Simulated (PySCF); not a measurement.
**CdC⁺: one state, many levels of theory**

State: ²Π (doublet), unpaired electrons π ↑. Set-up: basis Cd def2-SVPD with ECP28, C def2-SVPD; scalar-relativistic core potentials; PySCF 2.14. De refers to Cd⁺ + C in their high-spin ground configurations, without counterpoise correction. The functionals are run spin-unrestricted. A positive dipole points towards C; it is taken about the centre of mass and depends on that origin. Levels whose curve was spin-contaminated or gave no clean fit are not listed.

| Level | Re (Å) | ωe (cm⁻¹) | De (eV) | μ (D) | CPU s a point (SCF and correlation, without the integrals) |
| --- | --- | --- | --- | --- | --- |
| ROHF | 2.310 | 406 | -0.55 | -1.77 | 0.13 |
| ROHF-MP2 | 2.269 | 403 | 0.86 | n/a | 0.25 |
| ROHF-SCS-MP2 | 2.292 | 390 | 0.89 | n/a | n/a |
| PBE | 2.266 | 376 | 1.76 | 0.16 | 0.58 |
| revPBE | 2.291 | 363 | 1.58 | 0.13 | 0.45 |

The bond length runs from 2.266 Å (PBE) to 2.310 Å (ROHF). De spans -0.55 eV (ROHF, mean field) to 1.76 eV (PBE, GGA).

Correlated steps freeze 1 core orbital. Correlated levels converge slowly with the basis: in double zeta they bind strong bonds too weakly, by up to about 1 eV, and carry superposition errors of some tenths. Spin–orbit coupling is left out. For an ion De counts to the pair picked by the measured ionisation energies or electron affinities, which need not be the lowest pair at this level. UHF is strongly spin-contaminated for CdC⁺, so the ROHF reference used there is far from stable. A negative De means that the minimum lies above the separated atoms at that level. The state is the lowest determinant that a PBE0 search found; another state may lie lower at other levels.

The whole job (state search and all levels along the bond) took about 1.7 min on 1 thread of Intel Xeon Platinum 8375C @ 2.90GHz (shared host), peak memory 0.73 GiB.
